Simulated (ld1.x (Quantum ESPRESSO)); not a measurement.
Rh (Z = 45), PAW: configuration errors across variants

* Element: rhodium (Rh)
* Generator: ld1.x (Quantum ESPRESSO) 7.5
* Type: PAW
* Functional: PBE
* Relativity: fully relativistic
* Frozen core: [Kr]
* Valence charge: 9
* Reference configuration: 4d8 5s0 5p0 (charge +1)
* Partial waves: 5s (bound, empty): rcut 2.05, rcutus 2.45 bohr; 5s channel at 1.55 Ry: rcut 2.05, rcutus 2.45 bohr; 5p (bound, empty): rcut 2.30, rcutus 3.10 bohr; 5p channel at 2.1 Ry: rcut 2.30, rcutus 3.10 bohr; 4d (bound): rcut 1.85, rcutus 2.15 bohr; 4d channel at -0.5 Ry: rcut 1.85, rcutus 2.15 bohr
* Local potential: all-electron potential smoothed inside 1.90 bohr (lloc = -1)
* Core correction: Bessel-smoothed model core inside 1.00 bohr
* Augmentation charge: PSQ, inside the norm-conserving radii

Open shells are filled in proportion to 2j + 1 (rel_dist='average').

All-electron excitation energies from the reference (eV): (1) 4d8 5s1 5p0 -7.462; (2) 4d7 5s0 5p0 19.511; (3) 4d6 5s0 5p0 52.013; (4) 4d8 5s0 5p1 -3.862; (5) 4d9 5s0 5p0 -8.373; (6) 4d8.5 5s0.5 5p0 -8.093; (7) 4d7 5s1 5p0 3.666.

Tests that are not counted but printed errors over 1 eV. “waves 4d (bound): rcut 1.85, rcutus 2.62 bohr; 4d channel at -0.5 Ry: rcut 1.85, rcutus 2.62 bohr”: 4d6 5s0 5p0 (solver errors, printed error -320 eV).

1 further variants failed, have other tests or too few solved ones, and are left out.

Errors AE − PS in meV (a dash: test not solved or not reliable):

| change | (1) | (2) | (3) | (4) | (5) | (6) | (7) | bound ghosts |
| --- | --- | --- | --- | --- | --- | --- | --- | --- |
| base | -1.9 | -69 | -411 | -0.4 | -18 | -4.4 | -54 | not determined |
| augmentation BESSEL, radius 2.05 bohr | -1.8 | -66 | -396 | +0.2 | -17 | -4.4 | -41 | not determined |
| core correction Bessel-smoothed model core inside 2.14 bohr | -1.8 | -69 | -414 | -0.4 | -18 | -4.4 | -53 | not determined |
| all radii but the core radius scaled by about 1.10 (s 2.70, p 3.42, d 2.36 bohr, rcut 2.26/2.54/2.04); local potential all-electron potential smoothed inside 2.10 bohr (lloc = -1) | -2.2 | -72 | -435 | -0.3 | -18 | -4.6 | -53 | not determined |
| waves 4d (bound): rcut 1.85, rcutus 2.62 bohr; 4d channel at -0.5 Ry: rcut 1.85, rcutus 2.62 bohr | -0.8 | -92 | – | -0.5 | – | – | – | not determined |
| wave 5s channel at 1.55 Ry: rcut 2.05, rcutus 2.45 bohr becomes 5s channel at 0.7 Ry: rcut 2.05, rcutus 2.45 bohr | -1.5 | -69 | -411 | -0.4 | -18 | -4.2 | – | not determined |
| local potential all-electron potential smoothed inside 2.90 bohr (lloc = -1) | -2.6 | -71 | -429 | -0.5 | -18 | -4.6 | -58 | not determined |
| waves 5p (bound): rcut 2.30, rcutus 4.76 bohr; 5p channel at 2.1 Ry: rcut 2.30, rcutus 4.76 bohr | -1.9 | -69 | -413 | +2.7 | -18 | -4.4 | -54 | not determined |
| waves 5s (bound): rcut 2.05, rcutus 2.38 bohr; 5s channel at 1.55 Ry: rcut 2.05, rcutus 2.38 bohr | -2.0 | -69 | -411 | -0.4 | -18 | -4.3 | -55 | not determined |
| waves 4d (bound): rcut 1.85, rcutus 2.18 bohr; 4d channel at -0.5 Ry: rcut 1.85, rcutus 2.18 bohr | -1.9 | -69 | -411 | -0.4 | -18 | -4.4 | -54 | not determined |

(1) Give the same row for: local potential all-electron potential smoothed inside 2.70 bohr (lloc = -2).

Answers

(1) -2.6, -72, -431, -0.5, -18, -4.6, -59; bound ghosts: not determined.
